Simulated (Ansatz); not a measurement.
Boron trichloride + arsine → `Cl[B-](Cl)(Cl)[AsH3+]` at 500 K and 1 bar (adduct formation).

Computed with Ansatz on PBE0-D4/def2-TZVP structures; ΔE is electronic, products minus reactants. CCSD(T)/CBS is the MP2 limit (def2-TZVPP, def2-QZVPP) plus CCSD(T) − MP2 in def2-TZVPP, frozen cores. This one scheme is used for every species. For As outer-core shells are correlated without core-valence functions, which leaves a few kJ/mol of doubt a bond. Scalar relativity is left out up to krypton.

```json
{"species": "`ClB(Cl)Cl`", "CCSD(T)/CBS energy (Eh)": "-1404.24732", "H − E (kJ/mol)": "48.0", "S (J/(mol·K))": "324.5"}
{"species": "`[AsH3]`", "CCSD(T)/CBS energy (Eh)": "-2236.79077", "H − E (kJ/mol)": "76.6", "S (J/(mol·K))": "245.1"}
{"species": "`Cl[B-](Cl)(Cl)[AsH3+]`", "CCSD(T)/CBS energy (Eh)": "-3641.04089", "H − E (kJ/mol)": "133.9", "S (J/(mol·K))": "437.2"}
```

H − E and S are ideal-gas, rigid-rotor, harmonic terms from PBE0-D4/def2-TZVP. 1 Eh = 2625.50 kJ/mol, R = 8.31446 J/(mol·K).

By hand: ΔE, ΔH, ΔS and ΔG.

ΔE = (-3641.04089) − (-1404.24732) − (-2236.79077) = -0.00280 Eh = -7.4 kJ/mol. Δ(H − E) = 133.9 − 48.0 − 76.6 = 9.3, so ΔH = 1.9 kJ/mol. ΔS = 437.2 − 324.5 − 245.1 = -132.4 J/(mol·K). ΔG = 1.9 − 500 × (-132.4)/1000 = 68.1 kJ/mol.

By hand: the equilibrium constant, and the temperature at which ΔG would vanish if ΔH and ΔS stayed fixed.

log₁₀ K = −ΔG/(RT ln 10) = -7.1. ΔH and −TΔS have one sign here, so there is no such temperature.

The number of gas molecules changes by -1, which sets the sign of ΔS. A doubt of 5 kJ/mol in ΔE shifts log₁₀ K by 0.5 here. These are equilibria of isolated gas molecules and say nothing of rates. Largest T1 diagnostic: 0.011 (customary marks: 0.02 for closed shells, 0.045 for open ones).
